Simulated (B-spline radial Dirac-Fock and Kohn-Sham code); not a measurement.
# f′ and f″ of Sc, 8.275 keV to 51.73 keV

These are calculated numbers from a radial finite-basis atomic code; the model is the dispersion relation over Dirac-Hartree-Slater subshell photoionisation cross sections, with the Kissel-Pratt high-energy constant (isolated atom, no bound-bound lines or fine structure). The forward scattering factor is f₀ + f′ + i f″.

Input of the calculation (task.json; shells as n, l, electrons):

```json
{"items": [{
  "Z": 21,
  "q": 0,
  "cfg": [[1, 0, 2], [2, 0, 2], [2, 1, 6], [3, 0, 2], [3, 1, 6], [3, 2, 1], [4, 0, 2]],
  "A": 45,
  "rrms": 3.5459,
  "do": "dispersion",
  "hv": [546.1, 610.7, 624.0, 720.6, 854.3, 1000.0, 1253.6, 1337.0, 1486.9, 1643.0, 1789.0, 2000.0, 2858.0, 2984.4, 3257.0, 3539.0, 4000.0, 4510.9, 5042.0, 5414.7, 6000.0, 6403.9, 6494.0, 6930.3, 7716.0, 7923.0, 8047.8, 8275.0, 9251.7, 11230.0, 12000.0, 12080.0, 15000.0, 15500.0, 17479.3, 22162.9, 24209.8, 26890.0, 30000.0, 31770.0, 38590.0, 40000.0, 50250.0, 51730.0],
  "edges": {"K": 4492.0, "L1": 498.0, "L2": 403.6, "L3": 398.7}
}]}
```

Command: `python xray2_run.py task.json out`

No edge lies in or near this range.

| hν (eV) | λ (Å) | f′ (e) | f″ (e) | tabulated f′ | tabulated f″ |
| --- | --- | --- | --- | --- | --- |
| 8275 | 1.498 | ? | ? | ? | ? |
| 9251.7 | 1.340 | 0.374 | 1.220 | 0.36 | 1.20 |
| 11230 | 1.104 | 0.376 | 0.863 | 0.36 | 0.84 |
| 12000 | 1.033 | 0.364 | 0.765 | 0.35 | 0.74 |
| 12080 | 1.026 | 0.363 | 0.756 | 0.35 | 0.73 |
| 15000 | 0.8266 | 0.305 | 0.506 | 0.30 | 0.49 |
| 15500 | 0.7999 | 0.295 | 0.475 | 0.29 | 0.46 |
| 17479.3 | 0.7093 | 0.258 | 0.378 | 0.25 | 0.37 |
| 22162.9 | 0.5594 | 0.188 | 0.239 | 0.18 | 0.23 |
| 24209.8 | 0.5121 | 0.164 | 0.201 | 0.16 | 0.20 |
| 26890 | 0.4611 | 0.138 | 0.163 | 0.13 | 0.16 |
| 30000 | 0.4133 | 0.114 | 0.131 | 0.11 | 0.13 |
| 31770 | 0.3903 | 0.102 | 0.117 | 0.10 | 0.11 |
| 38590 | 0.3213 | 0.067 | 0.078 | 0.06 | 0.08 |
| 40000 | 0.3100 | 0.062 | 0.073 | 0.06 | 0.07 |
| 50250 | 0.2467 | 0.032 | 0.045 | 0.03 | 0.04 |
| 51730 | 0.2397 | 0.029 | 0.043 | 0.03 | 0.04 |

Problem. What are f′ and f″ at 8275 eV?

Solution. f′ = 0.333 and f″ = 1.482 electrons (tables: 0.31 and 1.46). By the optical theorem f″ corresponds to a photoabsorption cross section 2 rₑ λ f″ = 12500 b.

Tabulated f′: xraylib 4.2 anomalous scattering factors (Cullen et al., EPDL97); f″: Chantler's tables (J. Phys. Chem. Ref. Data 1995 and 2000). Both are theoretical tables.
